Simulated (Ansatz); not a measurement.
CH₄BF₂NO. Total charge 0; spin multiplicity 1. The bonds changed during the relaxation, so this is another structure than the one it started from.

Z-matrix (Å, degrees):
```
B
F 1 1.383
F 1 1.416 2 112.2
C 1 1.658 2 109.0 3 -113.6
H 1 1.224 2 114.2 3 128.7
O 4 1.303 1 121.5 2 -56.2
N 4 1.303 1 117.7 2 127.2
H 6 0.969 4 113.9 1 -176.8
H 7 1.010 4 125.7 1 175.9
H 7 1.014 4 114.5 1 -4.4
```

**Question.** List the harmonic frequencies (cm⁻¹, unscaled) at PBE0-D4/def2-TZVP in Ansatz. (Estimate.)

**Answer.** The calculation gave: 65, 184, 249, 365, 447, 481, 545, 612, 670, 770, 778, 969, 1030, 1085, 1110, 1186, 1212, 1485, 1537, 1668, 2413, 3518, 3644, 3736.

**Question.** Is this a minimum?

**Answer.** Yes, all 24 modes are real.

**Question.** Give the ideal-gas thermochemistry at 298.15 K and 1 bar (rigid rotor, harmonic oscillator; point group C1, symmetry number 1).

**Answer.** Zero-point energy 178.0 kJ/mol; H(298) − E = 197.2 kJ/mol; entropy 332.6 J/(mol·K), of which translation 165.6, rotation 112.0, vibration 54.9; G(298) − E = 98.1 kJ/mol. Modes under 100 cm⁻¹ are hindered rotations or soft bends, so the harmonic entropy is rough.
